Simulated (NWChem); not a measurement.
# C2H4F2Si; SMILES C(/F)=C(/[SiH3])F

Computed with NWChem. Medium grid unless said otherwise, to which SCAN and Minnesota functionals are sensitive. Geometry: optimised at PBE0/def2-SVP. Hybrids' shares of exact exchange are those that their runs print; pure functionals count as 0. The functionals differ in more than this share.

| row | share of exact exchange | highest occupied level (eV) |
|---|---|---|
| PBE/def2-SVP | 0.00 | -6.01 |
| M06-L/def2-SVP | 0.00 | -6.36 |
| B3LYP/def2-SVP | 0.20 | -7.12 |
| r2SCAN0/def2-SVP | 0.25 | withheld |
| BHandHLYP/def2-SVP | 0.50 | -8.61 |

Question: Fit a straight line of the last column on the one before it, predict the withheld value, and compare with the run.

Answer: 
1. Means of the 4 shown rows: x = 0.175, y = -7.025. Slope Σ(x − x̄)(y − ȳ)/Σ(x − x̄)² = -0.8115/0.1675 = -4.845; intercept -6.177.
2. The shown rows scatter about the line by 0.125 (root mean square); the largest residual is -0.18, at M06-L/def2-SVP.
3. At x = 0.25 (r2SCAN0/def2-SVP; inside the shown range) the line gives -7.39.
4. The run gives -7.63, -0.24 from the line, 1.9 times the scatter.
